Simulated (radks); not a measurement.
Excited configurations of Ti3+: one electron is placed in a higher orbital outside [Ar]. The ground configuration is [Ar] 3d1. Method: non-relativistic Kohn-Sham, PBE, spin-polarised, spherical densities, point nucleus; open shells are filled with parallel spins first; computed with a radial shooting solver on a logarithmic mesh with Libxc functionals. Excitation = E - E(ground); binding = E(ion) - E, where the ion is the core of charge +4; n* = 4/sqrt(2 binding) in atomic units, and the quantum defect is n - n*.

outer orbital,excitation (eV),binding (eV),n*,eigenvalue (eV)
4s,10.342,33.423,2.552,-29.547
4p,16.045,27.720,2.802,-24.328
4d,24.122,19.643,3.329,-17.077
4f,29.551,14.213,3.914,-12.073
5s,26.187,17.578,3.519,-15.742
5d,31.837,11.928,4.272,-10.525
5f,34.313,9.451,4.799,-8.231
6s,32.925,10.839,4.481,-9.781
6p,34.024,9.741,4.727,-8.765
6f,37.103,6.662,5.716,-5.918
7d,38.038,5.727,6.165,-5.169
7f,38.838,4.927,6.647,-4.425

The Delta-SCF ionisation energy is 43.765 eV (NIST Atomic Spectra Database: 43.267 eV, measured). Self-interaction in the functional shifts the binding energies and quantum defects, so they are the method's values and not measured ones. Open shells are spherical and high-spin; term and fine-structure splittings are not resolved.
